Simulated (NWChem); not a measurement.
System: C₂H₃FN₂Si; SMILES F[Si@@H]1C=NC=N1

Input file for NWChem:

```
start job
memory heap 200 mb stack 900 mb global 1100 mb
geometry units angstroms noautosym nocenter noautoz
  F      0.106626     2.009981    -0.587132
  Si     0.014738     0.746777     0.419047
  C      1.279104    -0.633143     0.051108
  N      0.631614    -1.697498    -0.245091
  C     -0.804739    -1.450699    -0.227058
  N     -1.328362    -0.325483     0.043707
  H     -0.017567     1.268017     1.806248
  H      2.375905    -0.674998     0.083204
  H     -1.403776    -2.340712    -0.473059
end
basis spherical
  * library def2-svp
end
dft
  xc xpbe96 cpbe96
  iterations 150
end
cosmo
  do_cosmo_smd true
  solvent chcl3
end
task dft energy
```

Parts of the log:

```
             Northwest Computational Chemistry Package (NWChem) 7.3.0
             --------------------------------------------------------

                             Geometry "geometry" -> ""
                             -------------------------

 Output coordinates in angstroms (scale by  1.889725989 to convert to a.u.)

  No.       Tag          Charge          X              Y              Z
 ---- ---------------- ---------- -------------- -------------- --------------
    1 F                    9.0000     0.10662600     2.00998100    -0.58713200
    2 Si                  14.0000     0.01473800     0.74677700     0.41904700
    3 C                    6.0000     1.27910400    -0.63314300     0.05110800
    4 N                    7.0000     0.63161400    -1.69749800    -0.24509100
    5 C                    6.0000    -0.80473900    -1.45069900    -0.22705800
    6 N                    7.0000    -1.32836200    -0.32548300     0.04370700
    7 H                    1.0000    -0.01756700     1.26801700     1.80624800
    8 H                    1.0000     2.37590500    -0.67499800     0.08320400
    9 H                    1.0000    -1.40377600    -2.34071200    -0.47305900

 Effective nuclear repulsion energy (a.u.)     281.1085078789

  pbe96 is a nonlocal functional; adding pw91lda local functional.

                                 NWChem DFT Module
                                 -----------------

 Summary of "ao basis" -> "ao basis" (spherical)
 ------------------------------------------------------------------------------
       Tag                 Description            Shells   Functions and Types
 ---------------- ------------------------------  ------  ---------------------
 F                          def2-svp                 6       14   3s2p1d
 Si                         def2-svp                 8       18   4s3p1d
 C                          def2-svp                 6       14   3s2p1d
 N                          def2-svp                 6       14   3s2p1d
 H                          def2-svp                 3        5   2s1p

 in cosmo_initialize ...
 calling solv_data for solv:chcl3

 solvent parameters
 solvname_short: chcl3
 solvname_long:  chloroform
 dielec:        4.7113
 dielecinf:     2.0906
 nonaqueous SMD model solvent descriptors
 dielec:        4.7113
 sola:          0.1500
 solb:          0.0200
 solc:          0.0000
 solg:         38.3900
 solh:          0.7500
 soln:          1.4459

          ---------------
          -cosmo- solvent
          ---------------
 Cosmo: York-Karplus, doi: 10.1021/jp992097l
 dielectric constant -eps-     =   4.71
 screen = (eps-1)/(eps    )    =   0.78774
 surface charge correction     = lagrangian

   van der Waals surface
 --------------------------

[...]

                                COSMO-SMD solvation results
                                ---------------------------

             internal energy in gas <Psi(g)|H|Psi(g)> =      -576.107021324971
         internal energy in solvent <Psi(s)|H|Psi(s)> =      -576.106224901934
                               delta internal energy  =         0.000796423037 (    0.50 kcal/mol)
   total free energy in solvent <Psi(s)|H+V/2|Psi(s)> =      -576.114147370822
 polarization energy contribution <Psi(s)|V/2|Psi(s)> =        -0.007922468888 (   -4.97 kcal/mol)
    total free energy in solvent including G(SMD-CDS) =      -576.114972745348
                       G(SMD-CDS) energy contribution =        -0.000825374526 (   -0.52 kcal/mol)
     1 M fixed-concentration free energy of solvation =        -0.007951420377 (   -4.99 kcal/mol)

                       DFT Final Molecular Orbital Analysis
                       ------------------------------------

 Vector   24  Occ=2.000000D+00  E=-2.838271D-01
              MO Center= -1.8D-01, -8.1D-01, -3.6D-02, r^2= 2.5D+00
   Bfn.  Coefficient  Atom+Function         Bfn.  Coefficient  Atom+Function
  ----- ------------  ---------------      ----- ------------  ---------------
    80      0.376658  6 N  pz                38      0.299962  3 C  pz
    52     -0.274680  4 N  pz                83     -0.264297  6 N  pz
    66     -0.221057  5 C  pz                41      0.198072  3 C  pz
    55      0.185698  4 N  pz                69     -0.127410  5 C  pz
    51      0.105952  4 N  py                79     -0.088862  6 N  py

 Vector   25  Occ=2.000000D+00  E=-2.478066D-01
              MO Center= -6.4D-01, -5.9D-01, -1.6D-02, r^2= 2.9D+00
   Bfn.  Coefficient  Atom+Function         Bfn.  Coefficient  Atom+Function
  ----- ------------  ---------------      ----- ------------  ---------------
    78      0.424070  6 N  px                49      0.307739  4 N  s
    81     -0.300844  6 N  px                37      0.240855  3 C  py
    22      0.187247  2 Si px                77      0.186579  6 N  s
    99     -0.173435  9 H  s                 76      0.169930  6 N  s
    51      0.147788  4 N  py                40      0.143016  3 C  py

 Vector   26  Occ=2.000000D+00  E=-2.239284D-01
              MO Center=  2.5D-01, -1.1D+00, -9.1D-02, r^2= 3.0D+00
   Bfn.  Coefficient  Atom+Function         Bfn.  Coefficient  Atom+Function
  ----- ------------  ---------------      ----- ------------  ---------------
    51      0.381314  4 N  py                54     -0.295130  4 N  py
    78     -0.255306  6 N  px                50     -0.241026  4 N  px
    17      0.228190  2 Si s                 81      0.188870  6 N  px
    53      0.186751  4 N  px                64     -0.167280  5 C  px
    23     -0.142266  2 Si py                37      0.142144  3 C  py

 Vector   27  Occ=0.000000D+00  E=-1.320230D-01
              MO Center=  2.2D-01, -6.7D-01,  1.7D-02, r^2= 3.0D+00
   Bfn.  Coefficient  Atom+Function         Bfn.  Coefficient  Atom+Function
  ----- ------------  ---------------      ----- ------------  ---------------
    38      0.366112  3 C  pz                41      0.336086  3 C  pz
    66     -0.298924  5 C  pz                69     -0.276113  5 C  pz
    52      0.255355  4 N  pz                55     -0.247533  4 N  pz
    80     -0.234210  6 N  pz                83      0.229124  6 N  pz
    27      0.215723  2 Si pz                90     -0.169565  7 H  s

 Vector   28  Occ=0.000000D+00  E=-1.422849D-02
              MO Center= -1.9D-01, -1.0D+00, -6.6D-02, r^2= 2.7D+00
   Bfn.  Coefficient  Atom+Function         Bfn.  Coefficient  Atom+Function
  ----- ------------  ---------------      ----- ------------  ---------------
    69      0.480941  5 C  pz                55     -0.434452  4 N  pz
    66      0.428341  5 C  pz                52      0.376548  4 N  pz
    83     -0.334516  6 N  pz                41      0.288451  3 C  pz
    80      0.272164  6 N  pz                25      0.260265  2 Si px
    35     -0.201359  3 C  s                 38      0.193200  3 C  pz

 Vector   29  Occ=0.000000D+00  E= 2.056677D-02
              MO Center=  5.1D-01,  9.3D-01,  5.7D-01, r^2= 3.1D+00
   Bfn.  Coefficient  Atom+Function         Bfn.  Coefficient  Atom+Function
  ----- ------------  ---------------      ----- ------------  ---------------
    26      0.739099  2 Si py                25      0.689213  2 Si px
    35     -0.567144  3 C  s                 90     -0.538581  7 H  s
    18      0.497435  2 Si s                  3     -0.374320  1 F  s
    77      0.343032  6 N  s                 17      0.235103  2 Si s
    49      0.219464  4 N  s                 83      0.198567  6 N  pz

     Multipole analysis of the density
     ---------------------------------

     L   x y z        total         alpha         beta         nuclear
     -   - - -        -----         -----         ----         -------
     0   0 0 0     -0.000000    -26.000000    -26.000000     52.000000

     1   1 0 0      0.631599      0.231251      0.231251      0.169096
     1   0 1 0     -0.037217     -0.144365     -0.144365      0.251513
     1   0 0 1      0.470607      0.676106      0.676106     -0.881604

     2   2 0 0    -30.207724    -80.396894    -80.396894    130.586063
     2   1 1 0      2.225201     -1.404284     -1.404284      5.033769
     2   1 0 1      0.902780     -0.176389     -0.176389      1.255558
     2   0 2 0    -32.588310   -172.804179   -172.804179    313.020048
     2   0 1 1      1.091251     -2.483293     -2.483293      6.057837
     2   0 0 2    -29.544558    -32.293749    -32.293749     35.042941
```

Level: PBE/def2-SVP, SMD on the gas-phase geometry. Structure relaxed at the PBE0/def2-SVP level. Solvent: chloroform.
